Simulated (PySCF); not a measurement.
Isomers of C5H9ClO, one conformer each. Computed with core-valence-separated Tamm–Dancoff BHandHLYP/aug-pcX-1 (pcseg-1 on H, def2-SVPD on Cl) in PySCF, non-relativistic, gas phase, PBE0-D3(BJ)/def2-SVP geometry. BHandHLYP without relativity tends to put these K edges a few eV too low, so spacings mean more than positions.

P. `ClCCOC1CC1`
Q. `CCCCC(=O)Cl`

Main lines, eV (oscillator strength):
1. C K: 284.9 (0.069), 285.8 (0.011), 285.8 (0.013), 286.0 (0.019), 286.1 (0.019); O K: 534.0 (0.013), 534.5 (0.016), 534.6 (0.006), 534.8 (0.004), 534.9 (0.010)
2. C K: 284.6 (0.084), 285.4 (0.009), 285.6 (0.017), 285.9 (0.016), 286.0 (0.017); O K: 529.1 (0.050), 533.9 (0.013)
Listed: the first five lines at most of each edge with a tenth or more of its strongest line's intensity; roots within 0.03 eV on the same or equivalent atoms are summed. Only the lowest roots were sought, and the top ones are left out.

Which spectrum belongs to which isomer?

1 = P, 2 = Q.
- P: first C line listed at 284.9 eV, hole on the sp3 C–Cl carbon; first O line listed at 534.0 eV, hole on the ether oxygen.
- Q: first C line listed at 284.6 eV, hole on the acyl halide carbon (1s→π*); first O line listed at 529.1 eV, hole on the carbonyl oxygen (1s→π*).

What are the ground-state energies of the isomers at BHandHLYP/aug-pcX-1 (pcseg-1 on H, def2-SVPD on Cl), relative to the lowest?

P 171.1, Q 0.0 kJ/mol (electronic energies on these geometries, no dispersion or zero-point terms).
